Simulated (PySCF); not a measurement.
F (fluorine, neutral) across methods

[He] 2s2 2p5, 2P determinant. Computed with PySCF 2.14 in aug-cc-pVTZ-DK, with the spin-free X2C one-electron Hamiltonian (Gaussian nucleus). The B2PLYP total includes its PT2 part (frozen core); its orbital energies are those of the SCF part.

```
method  E (hartree)  mean ε 2s β (eV)  mean ε 2p α (eV)  mean ε 2p β (eV)  Σ⟨r²⟩ (bohr²)   ⟨S²⟩
  PBE0     -99.7600           -31.893           -14.296           -12.562          10.56  0.752
B2PLYP     -99.8044           -35.092           -16.803           -14.871          10.47  0.753
 B3LYP     -99.8545           -31.346           -13.930           -12.286          10.64  0.752
   PBE     -99.7541           -28.720           -11.863           -10.299          10.75  0.751
r2SCAN     -99.8115           -29.691           -12.516           -10.791          10.54  0.753
   UHF    -99.49365           -40.340           -20.937           -18.499          10.27  0.754
 M06-L     -99.8312           -29.616           -12.455           -10.600          10.46  0.753
   LDA     -99.1904           -28.677           -12.061           -10.366          10.79  0.751
```

Task: Estimate the same row for CAM-B3LYP.

Result: E (hartree) = -99.8314; mean ε 2s β (eV) = -33.450; mean ε 2p α (eV) = -15.928; mean ε 2p β (eV) = -14.250; Σ⟨r²⟩ (bohr²) = 10.67; ⟨S²⟩ = 0.752.
